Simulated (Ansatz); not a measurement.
These are frozen-core CCSD(T)/cc-pVTZ // PBE0-D3(BJ)/def2-TZVP in Ansatz (an electronic-structure program) values and carry that method's errors.

Ansatz 0.2 input:
```yaml
crystal:
  periodic: [false, false, false]
  atoms:
    - { symbol: Si, position_ang: [1.682872, -0.178701, 0.087662] }
    - { symbol: Ga, position_ang: [-0.704269, -0.106878, -0.131711] }
    - { symbol: S, position_ang: [-1.948537, 1.585249, 0.547633] }
    - { symbol: S, position_ang: [-1.842357, -1.766703, -1.029783] }
    - { symbol: H, position_ang: [2.263659, 1.126555, -0.326726] }
    - { symbol: H, position_ang: [2.039055, -0.420695, 1.511716] }
    - { symbol: H, position_ang: [2.266323, -1.260217, -0.747607] }
    - { symbol: H, position_ang: [-0.906176, 2.314056, 0.979043] }
    - { symbol: H, position_ang: [-3.04248, -1.186069, -0.861934] }
basis:
  gaussian: { orbitals: cc-pVTZ }
correlation:
  method: ccsd_t
```

Output:

```
Functional definition: HF
1260 factors; integrals over basis functions are off by at most 8.9e-4 eV
mean field evaluation 1: about -81913.0043 eV, gradient 2.1e1 eV
mean field evaluation 2: about -81913.1395 eV, gradient 2.1e1 eV
mean field evaluation 4: about -81915.1478 eV, gradient 3.1e0 eV
mean field evaluation 8: about -81915.2014 eV, gradient 2.3e-1 eV
mean field evaluation 16: about -81915.2018 eV, gradient 1.2e-6 eV
mean field -81915.20176150 eV, -3010.3281406171 hartree, gradient 1.2e-6 eV, S^2 0.000000; 0 other end points of the search recorded, 0 dependent functions left out
24 core orbitals not correlated
reference -81915.20176150 eV, -3010.3281406171 hartree; 17, 17 occupied and 174, 174 virtual orbitals, 1260 factors
second order -17.33382380 eV of doubles, -0.00000000 eV of singles
cycle   1  -18.30281229 eV  change   -9.7e-1 eV  update   1.1e-1
cycle   2  -18.89308491 eV  change   -5.9e-1 eV  update   3.3e-2
cycle   3  -18.98481354 eV  change   -9.2e-2 eV  update   1.6e-2
cycle   4  -18.97820258 eV  change    6.6e-3 eV  update   4.0e-3
cycle   5  -18.97643247 eV  change    1.8e-3 eV  update   1.6e-3
cycle   6  -18.97571359 eV  change    7.2e-4 eV  update   4.9e-4
cycle   7  -18.97569139 eV  change    2.2e-5 eV  update   1.7e-4
cycle   8  -18.97575432 eV  change   -6.3e-5 eV  update   6.0e-5
cycle   9  -18.97575973 eV  change   -5.4e-6 eV  update   2.3e-5
perturbative correction -0.89643758 eV, -0.0329434735 hartree
Total energy: -81935.07395881 eV, -3011.0584303983 hartree
```

Cost: about 3 core-minutes (a rough figure).
